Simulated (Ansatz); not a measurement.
Question: Name a neutral molecule of B, C, Cl and H with size of the dipole moment (B3LYP/def2-TZVPP) between 1.55 and 1.85 D and size of the dipole moment (ωB97M-V/def2-TZVPP) between 1.65 and 1.95 D (Ansatz, PBE0-D4/def2-TZVP geometry).

Answer: `B/C(C)=C(/B)Cl` (1.70 D, 1.74 D); `BCCl` (1.82 D, 1.81 D); `BC(=C)Cl` (1.72 D, 1.75 D); `BCCCCl` (1.79 D, 1.79 D); `CBC(C)Cl` (1.73 D, 1.74 D); `CB(C)CCl` (1.72 D, 1.75 D). Other molecules can fit too; these were computed, each in one conformer that needn't be the lowest.

B3LYP here is the variant with VWN-RPA as its local correlation; programs differ in this.
